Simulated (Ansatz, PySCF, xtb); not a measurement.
The same groups moved round the core (styrene fluoro+silyl). All species are isolated molecules in the gas phase. One relaxed conformer stands for each flexible species; it need not be the lowest. Strings in code marks are SMILES.

Quantity: electronic energy of isomers of C8H9FSi relative to `C=Cc1ccc([SiH3])c(F)c1` (C–C–C–C torsion 179°), in kcal/mol. The restricted reference of `C=C(F)c1cccc([SiH3])c1`, `C=C([SiH3])c1ccc(F)cc1`, `C=Cc1cc(F)cc([SiH3])c1` and `C=Cc1ccc([SiH3])c(F)c1` is unstable towards unrestricted orbitals.

Level 1: SVWN5/6-31G* // PBE0-D3(BJ)/def2-SVP (PySCF)
Level 2: HF/6-31G* // PBE0-D3(BJ)/def2-SVP (PySCF)
Level 3: HF/cc-pVDZ // PBE0-D3(BJ)/def2-SVP (Ansatz, a quantum-chemistry and plane-wave program)
Level 4: GFN2-xTB (xtb)

```json
[
 {"species": "`C=Cc1cc(F)cc([SiH3])c1` (C–C–C–C torsion 1°)", "level 1": "2.96", "level 2": "2.78", "level 3": "2.48", "level 4": "1.67"},
 {"species": "`C=C([SiH3])c1ccc(F)cc1` (Si–C–C–C torsion 33°)", "level 1": "3.15", "level 2": "3.83", "level 3": "3.76", "level 4": "2.31"},
 {"species": "`C=C(F)c1cccc([SiH3])c1` (F–C–C–C torsion 179°)", "level 1": "1.48", "level 2": "1.56", "level 3": "1.28", "level 4": "2.27"}
]
```
